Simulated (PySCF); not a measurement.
**Correlation energy of Au²⁺ (gold, charge +2)**

[Xe] 4f14 5d8 6p1, one real determinant (an excited configuration). Computed with PySCF 2.14 in ANO-RCC-VTZP (8s7p5d3f1g, 84 functions), with scalar relativity by spin-free X2C-1e. Frozen: [Kr] 4d10 4f14; 17 electrons correlated.

MP2 pair energies summed by pair of shells (mhartree):

```
 pair   energy  share (%)
5d-5d  -179.21       42.7
5p-5d  -132.59       31.6
5p-5p   -35.78        8.5
5d-6p   -30.57        7.3
5s-5d   -17.92        4.3
5s-5p   -16.09        3.8
5p-6p    -5.35        1.3
5s-5s    -2.30        0.5
5s-6p    -0.29        0.1
```

Total MP2 correlation energy: -420.09 mhartree.

Same-spin part -142.42 and opposite-spin part -277.67 mhartree; SCS-MP2 scales them by 1/3 and 6/5 to -380.68 mhartree.

The reference is one real determinant that mixes LS terms of this configuration.
